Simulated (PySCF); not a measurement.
**Electronic structure of Pb⁶¹⁺ (lead, charge +61) at the r2SCAN level**

Configuration: [Ar] 3d3, high-spin 4F determinant. Computed with PySCF 2.14 in an even-tempered Gaussian basis (17 s from 17 bohr⁻², ratio 2.5; 13 p from 22 bohr⁻², ratio 2.5; 7 d from 22 bohr⁻², ratio 2.5; 4 f from 79 bohr⁻², ratio 2.7; 3 g from 120 bohr⁻², ratio 2.7), with the spin-free X2C one-electron Hamiltonian (Gaussian nucleus).

- Total energy: -17064.65 hartree
- One-electron energy: -18934.98 hartree
- Hartree (Coulomb) energy: 2101.58 hartree
- Exchange-correlation energy: -231.24 hartree
- ⟨S²⟩: 3.7501
- ⟨L²⟩: 12.000
- Sum of ⟨r⟩: 2.286 bohr
- Sum of ⟨r²⟩: 0.3655 bohr²

| shell | electrons | mean orbital energy (hartree) | rms radius, mean of both spins (bohr) |
| --- | --- | --- | --- |
| 1s α | 1 | -3393.45548 | 0.0181 |
| 1s β | 1 | -3393.45240 | 0.0181 |
| 2s α | 1 | -739.24031 | 0.0725 |
| 2s β | 1 | -738.35889 | 0.0725 |
| 2p α | 3 | -660.16955 | 0.0667 |
| 2p β | 3 | -659.46781 | 0.0667 |
| 3s α | 1 | -282.17817 | 0.177 |
| 3s β | 1 | -281.33310 | 0.177 |
| 3p α | 3 | -258.97113 | 0.178 |
| 3p β | 3 | -258.07213 | 0.178 |
| 3d α | 3 | -237.98412 | 0.158 |

Spin-orbit coupling is strong in this species (close to jj coupling), so the high-spin LS determinant is a model state, not a physical level.

Densities and radii are taken from the X2C orbitals without a picture-change correction, which distorts them close to the nucleus.
